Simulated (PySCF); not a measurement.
Species: 1,1,1-trifluoro-2,3-epoxypropane, C₃H₃F₃O.
Geometry (PBE0-D3(BJ)/def2-SVP, Å), atoms numbered from 1 in this order:
```
atom  x, y, z in Å
F1    -1.482    0.966    0.480
C2    -1.150   -0.004   -0.370
F3    -1.579    0.348   -1.581
F4    -1.804   -1.112   -0.012
C5     0.334   -0.265   -0.381
C6     1.172    0.123    0.751
O7     1.148    0.869   -0.448
H8     0.611   -1.114   -1.019
H9     0.712    0.609    1.619
H10    2.090   -0.443    0.944
```

Jobs on this species (10 atoms, 56 electrons) with PySCF (density fitting). Hardware of each: one thread of an Arm Neoverse N1, on a shared host. Other jobs ran on the host; a repeat could differ by tens of per cent or more. Peak memory is the resident size of the whole Python process, interpreter and libraries included.

```json
{"level and settings": "delta-SCF UKS SCAN, pcX-2 on the ionised atom, pcseg-1 elsewhere, non-relativistic", "work": "ΔSCF core ionisation, 5 holes", "basis functions": "144", "SCF cycles": "?", "wall time": "?", "peak memory": "?"}
{"level and settings": "delta-SCF UKS B3LYP, pcX-2 on the ionised atom, pcseg-1 elsewhere, spin-free X2C", "work": "ΔSCF core ionisation, 5 holes", "basis functions": "144", "SCF cycles": "79", "wall time": "65 s", "peak memory": "0.55 GiB"}
{"level and settings": "delta-SCF UKS SCAN, def2-TZVP on the ionised atom, pcseg-1 elsewhere, spin-free X2C", "work": "ΔSCF core ionisation, 5 holes", "basis functions": "130", "SCF cycles": "90", "wall time": "48 s", "peak memory": "0.55 GiB"}
{"level and settings": "delta-SCF UKS SCAN, pcX-1 on the ionised atom, pcseg-1 elsewhere, spin-free X2C", "work": "ΔSCF core ionisation, 5 holes", "basis functions": "123", "SCF cycles": "88", "wall time": "42 s", "peak memory": "0.55 GiB"}
{"level and settings": "delta-SCF UKS PBE, pcX-2 on the ionised atom, pcseg-1 elsewhere, spin-free X2C", "work": "ΔSCF core ionisation, 5 holes", "basis functions": "144", "SCF cycles": "86", "wall time": "33 s", "peak memory": "0.55 GiB"}
{"level and settings": "delta-SCF UKS HF, pcX-2 on the ionised atom, pcseg-1 elsewhere, spin-free X2C", "work": "ΔSCF core ionisation, 5 holes", "basis functions": "144", "SCF cycles": "78", "wall time": "38 s", "peak memory": "0.55 GiB"}
{"level and settings": "delta-SCF UKS SCAN, pcX-2 on the ionised atom, pcseg-1 elsewhere, spin-free X2C", "work": "ΔSCF core ionisation, 5 holes", "basis functions": "144", "SCF cycles": "91", "wall time": "53 s", "peak memory": "0.49 GiB"}
{"level and settings": "delta-SCF UKS PBE0, pcX-2 on the ionised atom, pcseg-1 elsewhere, spin-free X2C", "work": "ΔSCF core ionisation, 5 holes", "basis functions": "144", "SCF cycles": "79", "wall time": "64 s", "peak memory": "0.55 GiB"}
{"level and settings": "PBE0-D3(BJ)/def2-SVP, grid level 1", "work": "geometry optimisation from a GFN2-xTB start shaken at random", "basis functions": "113", "SCF cycles": "71", "wall time": "83 s", "peak memory": "0.47 GiB"}
```

Problem. Fill in the missing figures.

Solution. 
- delta-SCF UKS SCAN, pcX-2 on the ionised atom, pcseg-1 elsewhere, non-relativistic; ΔSCF core ionisation, 5 holes: 51 s, 0.55 GiB, 91 SCF cycles

Problem. What do all jobs in the table cost together?

Solution. About 8.0 min; the longest takes about 17 % of that, and about 2.5 times as long as the shortest.
